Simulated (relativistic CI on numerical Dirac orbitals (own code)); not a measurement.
# What each ingredient does to the levels of Pt¹⁸⁺

Base calculation: Dirac-Coulomb-Breit CI, KLI orbitals optimised for each configuration, model QED, unscaled Slater integrals.

CI space (outside the closed core [Kr]): 4d10.4f12.5s2, 4d10.4f14, 4d10.4f13.5s, 4d10.4f12.5s.5p, 4d10.4f11.5s2.5p, 4d10.4f12.5s.5d, 4d10.4f11.5s.5p2, 4d10.4f13.5d, 4d10.4f12.5s.5f, 4d10.4f12.5p.5d, 4d9.4f13.5s2, 4d10.4f11.5s2.5d, 4d10.4f12.5s.5g, 4d10.4f13.6s, 4d10.4f12.5p.6s, 4d10.4f12.5s.6s, 4d10.4f13.5g, 4d10.4f11.5s2.6s, 4d10.4f10.5s2.5p.6s, 4d10.4f12.5s.6p, 4d10.4f11.5s2.6d, 4d10.4f12.5s.7s, 4d10.4f12.5s.8s, 4d10.4f12.5p2, 4d10.4f11.5p3, 4d9.4f13.5p2, 4d10.4f13.5p, 4d9.4f14.5p, 4d10.4f13.5f, 4d9.4f14.5f, 4d10.4f12.6s2, 4d10.4f11.5p.6s2, 4d9.4f13.6s2. Double excitations out of closed p, d and f shells are left out; levels of such configurations are missing from the list, as are those of other unlisted configurations, and high levels can miss mixing partners. Some configurations lack a partner that the ground configuration has and come out too high, among them 4d10.4f11.5s2.5d, 4d10.4f11.5s2.6s, 4d10.4f11.5s2.6d.

Variants: (1) only the first 3 configurations. Shifts of the energy above 4d10.4f14 1S_0, in cm⁻¹, for the lowest level and the first level of each name with at least 55 % of one term (blank where a level changes its place among those of its configuration and J or its character, or is not in the variant):

| Level | Base | Δ(1) |
| --- | --- | --- |
| 4d10.4f14 1S_0 | 0 | 0 |
| 4d10.4f13.5s 3F°_4 | 55839 | +2494 |
| 4d10.4f13.5s 3F°_3 | 60834 | +2629 |
| 4d10.4f13.5s 3F°_2 | 83600 | +2632 |
| 4d10.4f13.5s 1F°_3 | 89176 | +2478 |
| 4d10.4f12.5s2 3H_6 | 153794 | +8484 |
| 4d10.4f12.5s2 3F_4 | 164463 | +8590 |
| 4d10.4f12.5s2 3H_5 | 179711 | +8446 |
| 4d10.4f12.5s2 3F_2 | 189221 | +8957 |
| 4d10.4f12.5s2 3F_3 | 192801 | +8696 |
| 4d10.4f12.5s2 1I_6 | 231212 | +9242 |
| 4d10.4f12.5s2 3P_0 | 233528 | +9755 |
| 4d10.4f12.5s2 3P_1 | 239693 | +9714 |
| 4d10.4f12.5s2 1S_0 | 322445 | +10001 |

At this charge transitions that keep the count of f electrons are usually good to a few per cent. Terms inside the open d or f shell come out 10 to 20 % too wide with unscaled integrals. Levels that differ in their count of f electrons can be misplaced by several ten thousand cm⁻¹, since the correlation energy of f electrons is missing or only estimated; rates across such gaps can be off by orders of magnitude. The computed lowest level isn't the tabulated ground level, which NIST ASD gives as 4f12 5s2 3H6; for such ions that label comes from theory and may be the wrong one.

Ionisation energy from one configuration of each of the two ions, the ground ones as tabulated or assumed: base 471.18 eV. The NIST ASD value (theoretical) is 479 ± 24 eV.

LS names give the leading component of a level, which can be under half, so a name can repeat, a term be missing and a line seem to break the LS rules.
